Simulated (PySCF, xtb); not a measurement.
In(Cl)(vinyl)(OH) (C2H4ClInO), SMILES [In]([CH]=C)([OH])[Cl]. One conformer was computed; it need not be the lowest.

Harmonic wavenumbers (cm⁻¹) from GFN2-xTB in xtb 6.7.1 at its own minimum, in rising order: 55, 58, 106, 118, 225, 288, 290, 402, 431, 454, 627, 892, 933, 992, 1147, 1359, 1644, 3010, 3023, 3066, 3644.

What does PBE-D3(BJ)/def2-SVP in PySCF give at its own minimum? (An estimate is asked for; the answer gives what the named calculation found.)

49, 58, 109, 121, 252, 317, 344, 442, 496, 581, 813, 946, 957, 993, 1192, 1365, 1602, 3042, 3098, 3138, 3703. Paired by order, the mean absolute difference is 45 cm⁻¹ and the zero-point energies are 32.5 and 33.8 kcal/mol.
